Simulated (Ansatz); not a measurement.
Isolated molecules relaxed with PBE0-D4/def2-TZVP in Ansatz; ΔE leaves out vibrations. CCSD(T)/CBS adds triple-zeta CCSD(T) − MP2 to the extrapolated MP2 energy (def2 sets, frozen cores). Functionals use def2-TZVPP. Each species was taken in one conformer, which may not be the lowest.

Consider the redistribution: `OB(F)[SiH2]S` + `OCO[SiH3]` → `O[SiH2]B(O)F` + `[SiH3]OCS`.

| level | ΔE (kJ/mol) |
| --- | --- |
| r2SCAN | -27.3 |
| MP2/def2-QZVPP | -37.4 |

What does CCSD(T)/CBS give? (Estimate.)

The calculation gave: -33.8 kJ/mol. The listed levels differ from it by 6.5, -3.6 kJ/mol.

Largest T1 diagnostic among the species: 0.013.
